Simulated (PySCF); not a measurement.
Mapped SMILES: `[NH2:1][c:2]1[cH:3][cH:4][cH:5][cH:6][c:7]1[Cl:8]`. Hydrogens are named by the atom that carries them.

Computed data (PySCF 2.14): shielding tensors at PBE0/pcSseg-1 (GIAO), geometry from GFN2-xTB. Relativity neglected, no solvent, one computed conformer, equivalent nuclei averaged.

Chemical shifts δ = σref − σ; TMS for ¹³C, all at this level.

Do the ¹³C shifts follow the atomic charges (in e)? Tabulate both.

Answers


| atoms | hybridisation | δ (ppm) | σ para (ppm) | Hirshfeld | IAO | Mulliken | ESP-fitted |
| --- | --- | --- | --- | --- | --- | --- | --- |
| C2 | sp2 | 148.3 | -211 | +0.04 | +0.12 | +0.19 | +0.42 |
| C6 | sp2 | 135.7 | -198 | -0.06 | -0.15 | +0.05 | -0.01 |
| C4 | sp2 | 133.4 | -199 | -0.05 | -0.14 | -0.06 | -0.07 |
| C7 | sp2 | 126.5 | -194 | -0.01 | -0.06 | -0.24 | -0.17 |
| C5 | sp2 | 122.1 | -189 | -0.07 | -0.18 | -0.09 | -0.27 |
| C3 | sp2 | 117.5 | -184 | -0.07 | -0.20 | -0.07 | -0.37 |

Correlation coefficients of δ with charge over these carbons: Hirshfeld +0.76, IAO +0.82, Mulliken +0.76, ESP-fitted +0.98; with the paramagnetic shielding -0.99. With so few points these coefficients are fragile. Charge is one influence among several: hybridisation and low-lying excitations act through the paramagnetic term.

Carbons that carry Cl, above all several Cl atoms, come out too deshielded, partly because spin–orbit coupling is missing. Shifts are as computed. Against solution values, carbons near 30 ppm lie about +3 ppm off and those near 130 ppm about +5 ppm; carbons on Cl a further +6 ppm. Of 1211 compounds with measured shifts, 218 miss one by over three times the rms of a fit or turn the order of signals round; such compounds aren't used in these exercises.
